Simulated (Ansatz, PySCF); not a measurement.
Zn(Me) (CH₃Zn), SMILES [CH3][Zn+], charge +1. Atoms are numbered in the order given.

```xyz
5

Zn     0.0000     0.0000    -0.4751
C      0.0000     0.0000     1.5373
H      0.9143     0.5279     1.7934
H      0.0000    -1.0557     1.7934
H     -0.9143     0.5279     1.7934
```
Charge +1, spin multiplicity 1.

Geometry optimised at B3LYP-D3(BJ)/def2-TZVP. The spin state was assumed, not searched. The isomer is the one that the SMILES or the coordinates give; other isomers of the formula were not compared.

Two levels are set side by side: PBE-D3(BJ)/def2-TZVP (Ansatz, a quantum-chemistry and plane-wave program) and B3LYP-D3(BJ)/def2-TZVP (Ansatz). Each level has its own optimised geometry; the coordinates shown are those of the second. Frequencies come from the Hessian of PySCF at each geometry. Differences are taken from unrounded values.

```csv
quantity,B3LYP-D3(BJ)
mean bond length (Å),1.318
bond Zn1–C2 (Å),2.012
bond C2–H3 (Å),1.086
bond C2–H4 (Å),1.086
bond C2–H5 (Å),1.086
highest harmonic wavenumber (cm⁻¹),3206
mean harmonic wavenumber (cm⁻¹),1719
zero-point energy (kcal/mol),22.12
```

### Question
What does PBE-D3(BJ) give, and how far is it from B3LYP-D3(BJ)? (Estimate from the structure and the level; the computed values follow.)

### Answer

```csv
quantity,PBE-D3(BJ),PBE-D3(BJ) minus B3LYP-D3(BJ)
mean bond length (Å),1.319,0.001
bond Zn1–C2 (Å),1.988,-0.024
bond C2–H3 (Å),1.096,0.009
bond C2–H4 (Å),1.096,0.009
bond C2–H5 (Å),1.096,0.009
highest harmonic wavenumber (cm⁻¹),3138,-68
mean harmonic wavenumber (cm⁻¹),1676,-43
zero-point energy (kcal/mol),21.56,-0.55
```
